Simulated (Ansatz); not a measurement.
System: C₂H₈GeN, net charge 0, doublet state. It need not be the lowest isomer of its formula. SMILES: CC[N][GeH3]
Geometry from a B3LYP-D3(BJ)/def2-TZVP (Ansatz, an electronic-structure program) optimisation:
```xyz
12

C      2.9828    -0.0922     0.0275
C      1.5611     0.1646    -0.4567
N      0.5745    -0.2519     0.4969
Ge    -1.2191     0.0221     0.0310
H      3.1313    -1.1549     0.2223
H      3.1707     0.4496     0.9553
H      3.7134     0.2309    -0.7175
H      1.4278     1.2321    -0.7016
H      1.3906    -0.3520    -1.4177
H     -1.9517     0.4869     1.2981
H     -1.3780     1.0654    -1.1000
H     -1.7768    -1.3369    -0.4325
```
Charge 0, spin multiplicity 2.

Parts of the frozen-core correlation energy in cc-pVTZ (Ansatz, hartree). Frozen orbitals: 17; correlated occupied orbitals by spin: 13 and 12; virtual: 215 and 216. UHF or UKS for open shells. No spin-orbit coupling. No relativistic terms.

```json
[
 {"term": "reference (HF)", "value": "-2210.24828"},
 {"term": "MP2 opposite-spin", "value": "___"},
 {"term": "MP2 same-spin", "value": "___"},
 {"term": "CCSD correlation", "value": "___"},
 {"term": "(T)", "value": "-0.02617"},
 {"term": "T1 diagnostic", "value": "0.014"},
 {"term": "largest doubles amplitude", "value": "0.015"},
 {"term": "<S^2> of the reference", "value": "0.763"}
]
```

Problem. Fill in the missing entries.

Solution. 
- MP2 opposite-spin, value: -0.51104
- MP2 same-spin, value: -0.13531
- CCSD correlation, value: -0.70349
